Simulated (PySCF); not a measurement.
Species: C₅H₆NOP.
Structure used (PBE0-D3(BJ)/def2-SVP), in Å, numbered top down from 1:
```xyz
14
C5H6NOP angstrom
C      2.4010    0.4354   -0.0745
O      1.4402   -0.5799   -0.2764
C      0.1561   -0.2709   -0.0870
C     -0.7652   -1.3186   -0.3024
C     -2.1192   -1.1261   -0.1427
P     -2.8728    0.3845    0.3333
C     -1.4141    1.3255    0.4808
N     -0.1529    0.9593    0.2789
H      2.3743    0.8100    0.9600
H      3.3738   -0.0248   -0.2861
H      2.2282    1.2877   -0.7488
H     -0.3589   -2.2882   -0.6014
H     -2.7800   -1.9804   -0.3264
H     -1.5402    2.3755    0.7825
```

All values: wB97X-D/def2-SVPD (PySCF, non-relativistic), on one gas-phase PBE0-D3(BJ)/def2-SVP geometry that isn't relaxed in the solvent. The solvent is an IEF-PCM continuum (cavity from Bondi-type radii × 1.2), and excitations are vertical TDDFT with non-equilibrium linear response and a frozen core. Specific hydrogen bonds and non-electrostatic terms are outside this model.

Gas-phase singlets (H = HOMO, L = LUMO):

| state | E (eV) | λ (nm) | f | leading configuration |
| --- | --- | --- | --- | --- |
| S1 | 4.513 | 275 | 0.001 | H-1→L 62% |
| S2 | 4.556 | 272 | 0.060 | H→L+1 89% |
| S3 | 4.740 | 262 | 0.005 | H-1→L+1 62% |
| S4 | 4.986 | 249 | 0.258 | H→L 93% |
| S5 | 5.872 | 211 | 0.005 | H-2→L+1 72% |

Task: How does the list change in benzene (ε = 2.271)?

Result: 
```
state  E (eV)  λ (nm)      f  leading configuration  change by rank (eV)
   S1   4.516     275  0.056              H→L+1 55%               +0.003
   S2   4.518     274  0.037              H-1→L 41%               -0.038
   S3   4.761     260  0.006            H-1→L+1 68%               +0.021
   S4   4.842     256  0.368                H→L 95%               -0.144
   S5   5.872     211  0.014              H-2→L 62%                0.000
```

Task: How do the frontier levels move from gas to benzene?

Result: 
| orbital | gas (eV) | solvent (eV) | change (eV) | Löwdin shares, gas | Löwdin shares, solvent |
| --- | --- | --- | --- | --- | --- |
| LUMO+2 | 2.32 | 2.38 | +0.06 | C1 23 %, C7 10 %, C3 10 %, C4 9 % | C1 21 %, C7 12 %, C3 11 %, C4 9 % |
| LUMO+1 | 0.40 | 0.42 | +0.02 | C5 24 %, C4 18 %, N8 17 %, C7 16 % | C5 24 %, C4 18 %, N8 17 %, C7 16 % |
| LUMO | 0.28 | 0.27 | -0.01 | P6 34 %, C7 18 %, C3 16 %, C5 12 % | P6 34 %, C7 18 %, C3 16 %, C5 12 % |
| HOMO | -8.43 | -8.44 | -0.01 | P6 28 %, C7 17 %, O2 16 %, C4 10 % | P6 28 %, C7 17 %, O2 16 %, C4 10 % |
| HOMO-1 | -9.24 | -9.26 | -0.02 | N8 39 %, P6 29 %, C7 11 %, C3 6 % | N8 39 %, P6 28 %, C7 11 %, C3 6 % |
| HOMO-2 | -10.40 | -10.41 | -0.01 | P6 45 %, C5 14 %, C7 11 %, N8 10 % | P6 45 %, C5 15 %, C7 11 %, N8 9 % |
| HOMO-3 | -10.46 | -10.44 | +0.02 | C5 32 %, C4 25 %, N8 16 %, P6 7 % | C5 32 %, C4 25 %, N8 15 %, P6 8 % |

The HOMO–LUMO gap goes from 8.71 to 8.70 eV.

On one thread, Arm Neoverse V2 (aarch64), no GPU (shared host), this took 33 s of wall time and 1.1 GiB of memory at its peak. This is the whole response run at wB97X-D/def2-SVPD in benzene, SCF included.
